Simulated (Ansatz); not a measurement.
## Four-centre ligand exchange

Start structure (CH5FZn, closed shell), relaxed at PBE0-D4/def2-TZVP:

```
8
angstrom
Zn -0.9200 0.1152 -0.1737
F -1.8782 0.1077 -1.6479
C 0.1055 0.1269 1.4417
H 0.5279 -0.3291 -2.5702
H 1.2339 -0.4073 -2.3330
H -0.5389 0.3070 2.3036
H 0.8623 0.9124 1.4026
H 0.6076 -0.8327 1.5770
```

The step: CH₃FZn ([CH3][Zn][F]) + H₂ → CH₄Zn ([CH3][ZnH]) + HF; bonds formed: Zn1–H5, F2–H4; bonds broken: Zn1–F2, H4–H5. Program: Ansatz 0.2.0. Basis: def2-TZVPP and def2-QZVPP. Cores are frozen in the correlated methods. The 3s and 3p shells of Cu and Zn are frozen; filled d shells are correlated. Extrapolation: Hartree–Fock as exp(−7.88 √X), correlation as X^−2.97. Energies below are by CCSD(T) at an estimated basis limit (MP2 extrapolated from triple and quadruple zeta, plus CCSD(T) − MP2 in triple zeta).

**Question.** What are the electronic barrier and the energy of the step, from the start structure to the end structure? (Judge from chemistry; the value comes from the calculation.)

**Answer.** The calculation gives: Barrier 26.92 kcal/mol; step energy 14.14 kcal/mol (uphill); reverse barrier, their difference, 12.78 kcal/mol. Barrier and step energy count from the start structure, the reverse barrier from the end structure.

The saddle point: One imaginary mode of 918i cm⁻¹.
| pair | start (Å) | saddle (Å) | end (Å) |
| --- | --- | --- | --- |
| Zn1–H5 | 3.09 | 1.78 | 1.56 |
| F2–H4 | 2.61 | 1.21 | 0.94 |
| Zn1–F2 | 1.76 | 2.03 | 3.15 |
| H4–H5 | 0.75 | 0.99 | 1.60 |

Zero-point energy (harmonic, PBE0-D4): ZPE is 31.01 kcal/mol at the start and 31.49 kcal/mol at the saddle, so the barrier goes from 26.92 to 27.39 kcal/mol.

T1 diagnostic: at most 0.016.

Labels in which every atom is bracketed show which atoms are joined, not bond orders.

For scale, one of the runs: CCSD(T)/def2-TZVPP, 196 basis functions, launched by `ansatz run in.yaml --threads 4 --pin off --events-out ev --progress --plain --max-ram 9574MiB`. Time: 64 s of wall clock on 4 CPU threads of an Intel Xeon; the host was shared. Peak host memory: 2.3 GiB.
